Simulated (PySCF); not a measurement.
# EPR parameters of CH7O2SSi2

Species: CH7O2SSi2 (doublet state).
Atom-mapped SMILES: `[OH:1][C:2]([OH:3])[SiH2:4][S:5][SiH3:6]` (hydrogens: H7 on O1; H8 on O3; H9, H10 on Si4; H11, H12, H13 on Si6)

Structure used (GFN2-xTB), in Å, numbered top down from 1:
```
atom  x, y, z in Å
O1    -2.4170    0.6102   -1.0613
C2    -1.9220    0.6381    0.2051
O3    -2.8256    1.0540    1.1234
Si4   -0.2266    0.1850    0.7469
S5     0.6359   -0.3628   -1.1704
Si6    2.6313   -0.9132   -0.6608
H7    -1.7263    0.3070   -1.6653
H8    -3.6537    1.2468    0.6601
H9    -0.1273   -0.9777    1.6360
H10    0.5773    1.2750    1.3107
H11    3.2764    0.2429   -0.0522
H12    3.2064   -1.2806   -1.9414
H13    2.5667   -2.0241    0.2797
```

The hyperfine couplings belong to this conformer and change with its torsions.

Level of theory: UKS B3LYP, pcH-1 on C H O S Si, non-relativistic, mean-field spin-orbit, GIAO (PySCF 2.14.0). The structure is a single GFN2-xTB conformer in the gas phase; no vibrational or solvent corrections. Couplings are sensitive to structure, and on GFN2-xTB geometries they can be far from those on DFT ones. Stability of the SCF solution: not tested.

```json
{"g1, g2, g3": "2.00203, 2.00412, 2.00467", "g_iso": "2.00361", "Form of g": "rhombic: the two nearest values differ by 21 % of g3 − g1", "⟨S²⟩": "0.7532 (exact 0.7500)"}
```

Isotropic coupling and dipolar principal values T1 to T3, in MHz; ρ(0) is the spin density at the nucleus:

| atom | isotope | a_iso | of which spin–orbit | T1 | T2 | T3 | Mulliken spin population | ρ(0) (bohr⁻³) |
| --- | --- | --- | --- | --- | --- | --- | --- | --- |
| O1 | 17O | -16.9 | 0.1 | -54.7 | 26.5 | 28.2 | 0.10 | 0.0280 |
| C2 | 13C | 70.6 | 0.0 | -68.5 | -68.1 | 136.6 | 0.72 | 0.0628 |
| O3 | 17O | -17.5 | 0.1 | -56.0 | 26.5 | 29.5 | 0.10 | 0.0290 |
| Si4 | 29Si | 50.9 | 0.0 | -6.1 | 0.4 | 5.7 | 0.02 | -0.0573 |
| S5 | 33S | -1.2 | 0.0 | -0.6 | -0.3 | 1.0 | 0.00 | -0.0036 |
| Si6 | 29Si | 1.5 | 0.0 | -0.2 | 0.1 | 0.1 | 0.00 | -0.0016 |
| H7 | 1H | -10.6 | 0.0 | -10.1 | -8.4 | 18.5 | 0.00 | -0.0024 |
| H8 | 1H | -11.2 | 0.0 | -10.4 | -8.1 | 18.5 | 0.00 | -0.0025 |
| H9 | 1H | 56.4 | 0.0 | -3.4 | -2.0 | 5.4 | 0.03 | 0.0126 |
| H10 | 1H | 56.3 | 0.0 | -3.4 | -2.0 | 5.4 | 0.03 | 0.0126 |
| H11 | 1H | 1.5 | 0.0 | -0.6 | -0.5 | 1.1 | 0.00 | 0.0003 |
| H12 | 1H | -0.8 | 0.0 | -0.4 | -0.4 | 0.8 | 0.00 | -0.0002 |
| H13 | 1H | 1.5 | 0.0 | -0.6 | -0.5 | 1.1 | 0.00 | 0.0003 |

Largest spin populations (Mulliken): C2 (+0.72), O3 (+0.10) and O1 (+0.10). C2 is the only atom above +0.15. The angles at C2 add up to 360.0°, so it is planar.

Axes: g3 points within 5° of the C2–O3 bond.

Under fast tumbling the dipolar parts average out, and these isotropic splittings remain: 2 × 1H (H9/H10, I = 1/2, 3 lines) with 2.01 mT and 2 × 1H (H7/H8, I = 1/2, 3 lines) with 0.39 mT.

Nuclei that the bonding pattern makes equivalent are averaged, as if the motion that swaps them (rotation, inversion, ring flip) were fast.

The 29Si coupling of Si4 (50.9 MHz) shows only in satellite lines or after enrichment, since that isotope makes up about 4.7 % of natural silicon.

The 13C coupling of C2 (70.6 MHz) shows only in satellite lines or after enrichment, since that isotope makes up about 1.07 % of natural carbon.

The spin density at the nucleus, in bohr⁻³, is negative for Si4 (-0.0573), S5 (-0.0036) and H7/H8 (-0.0024), for instance. A restricted open-shell determinant has no negative spin density anywhere; here it arises because α and β orbitals differ (spin polarisation).
